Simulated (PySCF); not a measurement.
## Sr (strontium, neutral) across methods

[Kr] 4d1 5s1, high-spin 3D determinant (an excited configuration). All numbers are calculated (PySCF 2.14, a scalar-relativistic core potential, in def2-QZVPPD with the def2 core potential (28 electrons)). The B2PLYP total includes its PT2 part (frozen core); its orbital energies are those of the SCF part.

```csv
method,E (hartree),mean ε 4p β (eV),mean ε 5s α (eV),mean ε 4d α (eV),Σ⟨r²⟩ (bohr²),⟨S²⟩
PW91,-30.6410,-21.759,-3.519,-1.378,62.59,2.000
UHF,-30.27909,-28.491,-5.103,-3.210,65.68,2.002
CAM-B3LYP,-30.5809,-24.938,-4.662,-2.638,61.93,2.001
r2SCAN,-30.6337,-22.333,-3.520,-1.425,62.37,2.001
PBE,-30.6209,-21.736,-3.484,-1.356,62.93,2.000
B2PLYP,-30.4892,-25.397,-4.309,-2.300,63.58,2.001
TPSSh,-30.6122,-22.679,-3.590,-1.550,62.98,2.001
PBE0,-30.6120,-23.583,-3.955,-1.915,62.63,2.001
LDA,-30.5112,-21.679,-3.654,-1.306,62.71,2.000
```

Energies and moments cover only the electrons outside the core potential.
